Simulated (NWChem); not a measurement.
System: AuH₂OCl; SMILES [OH2]->[Au][Cl]

Here is an NWChem input.

```
start job
memory heap 200 mb stack 900 mb global 1100 mb
geometry units angstroms noautoz
  Au    -0.000676     0.169922     0.000000
  Cl     0.011260    -2.067799     0.000000
  O     -0.015561     2.333980     0.000000
  H      0.430835     2.705180     0.772331
  H      0.430835     2.705180    -0.772331
end
basis spherical
  * library def2-svp
end
ecp
  Au library def2-ecp
end
dft
  xc xcamb88 1.00 lyp 1.0 hfexch 1.00
  cam 0.33 cam_alpha 0.0 cam_beta 1.0
  iterations 150
  mulliken
end
task dft energy
```

Structure relaxed at the PBE0/def2-SVP level. def2 effective core potentials on Au; no spin-orbit coupling.

Problem. Predict the main results of this run. (LC-BLYP (range parameter 0.33 per bohr)/def2-SVP with def2 effective core potentials on Au.) Quantities: energy (Ha); highest occupied level (eV); orbital gap (eV); dipole (D).

Solution. 
```
Item                          Result
---------------------------  -------
energy (Ha)                  -671.62
highest occupied level (eV)    -9.14
orbital gap (eV)                9.55
dipole (D)                      7.70
```
